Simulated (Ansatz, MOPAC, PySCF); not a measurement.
Pair of molecules: HF (SMILES F) (first 2 atoms) with H2S (SMILES S); geometry from B3LYP-D3(BJ)/def2-TZVP, rigid monomers moved along the line of their centres of mass till H2···S3 is 2.58 Å.
(charge 0, multiplicity 1):
```xyz
5

F     -0.3220     1.2299     0.1026
H     -0.0385     0.6519     0.7866
S      0.5102    -0.9190     2.7554
H     -0.0680    -0.1144     3.6630
H     -0.6087    -1.6448     2.5918
```

Interaction energies are E(AB) − E(A) − E(B) at the monomers' geometry in the complex; basis-set methods are counterpoise corrected.

The state that PM3, PM7 reach isn't checked; PM7 holds dispersion and hydrogen-bond terms.

Programs: Ansatz (Gaussian basis) for Hartree–Fock, density functionals and correlated methods; MOPAC for PM3, PM7 (differences of heats of formation); PySCF for the dispersion terms. 

**Question.** One of these levels gives -2.36 kcal/mol for the interaction energy. Which?
(A) PM3
(B) r2SCAN/def2-TZVPPD
(C) PM7
(D) PBE-D3(BJ)/def2-TZVPPD

**Answer.** A, PM3. The others give -0.58 (PM7), -5.66 (PBE-D3(BJ)/def2-TZVPPD), -5.04 (r2SCAN/def2-TZVPPD)

Ansatz is a first-principles code.
